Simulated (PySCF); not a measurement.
Input for PySCF: D3(BJ) and D4 dispersion corrections on Cl2FH (a complex), monomers drawn apart or pushed together.

```python
from pyscf import gto
from pyscf.dispersion import dftd3, dftd4

mol = gto.M(
    atom='''
    F     0.45494098    0.38365637    0.11229930
    H     0.33875157   -0.06119823    0.92007403
    Cl   -0.69341513    0.11439901    5.80922288
    Cl   -0.28197755   -1.54007333    4.73834515
    ''',
    basis='def2-svp',
    charge=0, spin=0, verbose=0, max_memory=1800)
d3, d4 = {}, {}
for xc in ['hf', 'pbe', 'blyp', 'revpbe', 'tpss', 'r2scan', 'b3lyp', 'pbe0', 'bhlyp', 'camb3lyp', 'b2plyp']:
    d3[xc] = float(dftd3.DFTD3Dispersion(mol, xc=xc, version='d3bj', atm=False).get_dispersion()['energy'])
    print(f'D3(BJ) {xc:10s} {d3[xc]:14.8f} Eh')
for xc in ['hf', 'pbe', 'blyp', 'revpbe', 'tpss', 'r2scan', 'b3lyp', 'pbe0', 'bhlyp', 'camb3lyp', 'b2plyp']:
    d4[xc] = float(dftd4.DFTD4Dispersion(mol, xc={'camb3lyp': 'cam-b3lyp'}.get(xc, xc), atm=True).get_dispersion()['energy'])
    print(f'D4     {xc:10s} {d4[xc]:14.8f} Eh')
```

The log:

```
D3(BJ) hf            -0.01335360 Eh
D3(BJ) pbe           -0.00129453 Eh
D3(BJ) blyp          -0.00292575 Eh
D3(BJ) revpbe        -0.00312793 Eh
D3(BJ) tpss          -0.00166683 Eh
D3(BJ) r2scan        -0.00038147 Eh
D3(BJ) b3lyp         -0.00243613 Eh
D3(BJ) pbe0          -0.00116716 Eh
D3(BJ) bhlyp         -0.00208497 Eh
D3(BJ) camb3lyp      -0.00114277 Eh
D3(BJ) b2plyp        -0.00121832 Eh
D4     hf            -0.00478333 Eh
D4     pbe           -0.00130759 Eh
D4     blyp          -0.00287272 Eh
D4     revpbe        -0.00381156 Eh
D4     tpss          -0.00174868 Eh
D4     r2scan        -0.00032238 Eh
D4     b3lyp         -0.00212986 Eh
D4     pbe0          -0.00110123 Eh
D4     bhlyp         -0.00174259 Eh
D4     camb3lyp      -0.00112815 Eh
D4     b2plyp        -0.00089689 Eh
```

The run finished.

Cost: very roughly 0.020 core-seconds.
